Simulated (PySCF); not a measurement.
## Radial density of Pt⁺ (platinum, charge +1)

UHF, [Xe] 4f14 5d9, 2D determinant. Computed with PySCF 2.14 in ANO-RCC-VTZP, with scalar relativity by spin-free X2C-1e.

```
r (bohr)  4πr²ρ (e/bohr)  4πr²(ρα − ρβ)
  0.0192           96.01        -0.0010
  0.0323           112.2         0.0006
  0.0543           145.5         0.0205
  0.0914           112.4         0.0664
   0.154           134.2         0.0224
   0.259           73.01         0.0367
   0.435           82.48         0.0847
   0.732           27.29         0.1330
    1.23           14.76         0.7849
    2.07           3.539         0.3408
    3.48          0.3181         0.0271
    5.86        0.005720         0.0000
```

Densities and radii are taken from the X2C orbitals without a picture-change correction, which distorts them close to the nucleus.

Spin-orbit coupling, absent here, splits the open shell strongly. ⟨S²⟩ = 0.91 against 0.75 shows spin contamination.
